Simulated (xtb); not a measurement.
AlI₂ (SMILES [I][Al+][I]), charge +1, singlet, from a rough starting geometry (GFN-xTB shapes and energies of metal compounds can be far from the true ones).

Here is a job for xtb.
```
$ xtb mol.xyz --gfn 2 --chrg 1 --opt vtight --json

# file mol.xyz
3

Al     0.01359428    -0.03149255    -0.02782594
I     -0.10512905     1.92006250    -1.52395675
I      0.12238717    -1.93361745     1.45693847
```

Question: What does this run give for the HOMO-LUMO gap, total energy at the end of the optimisation?

Answer: 
```yaml
HOMO-LUMO gap: 2.88 eV
total_energy_at_the_end_of_the_optimisation: -8.3215 Eh
```
